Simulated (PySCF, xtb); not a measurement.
C4H9Cl, SMILES CC(C)(C)Cl.

Coordinates come from a B3LYP-D3(BJ)/def2-SVP optimisation.

Calculation: IEF-PCM-B3LYP/def2-SVP (PySCF).

The values are the electrostatic part of the solvation free energy, E(continuum) − E(gas) at the gas-phase geometry, in a cavity of scaled van der Waals radii (PySCF's table); cavitation and dispersion terms are not included. In vacuum the orbital gap is 8.44 eV. The dipole moment in vacuum is 2.04 D.

```
solvent      ε  ΔG(elec) (kcal/mol)  dipole (D)  gap (eV)
-------  -----  -------------------  ----------  --------
water    78.36                 -2.5        2.77      8.65
benzene   2.27                 -1.1        2.34      8.54
acetone  20.49                 -2.3        2.72      8.64
```

For comparison, GFN2-xTB/ALPB(water) (xtb, at the GFN2-xTB geometry, all terms of that model) gives -2.2 kcal/mol.
